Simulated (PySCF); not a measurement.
All values below come from r2SCAN-D4/def2-TZVP run with PySCF. Isolated molecules, 0 K electronic values unless said otherwise. One relaxed conformer stands for a flexible species; it need not be the lowest. Excitations are Tamm–Dancoff values on a coarser integration grid. The basis has no diffuse functions, so Rydberg states are missing or too high.

Reference species (SMILES): `N=C=CN` (neutral, multiplicity 1).

The HOMO is -4.82 eV, the LUMO comes out as -1.23 eV and the T1 excitation (TDA) is 3.09 eV.

Changed species: `CNC#N`.

Task: What does the change do to the HOMO, LUMO and T1 excitation (TDA)?

Result: the HOMO decreases by 1.61 eV, to -6.43 eV; the LUMO goes up by 1.17 eV, to -0.06 eV; the T1 excitation (TDA) goes up by 2.77 eV, to 5.86 eV.
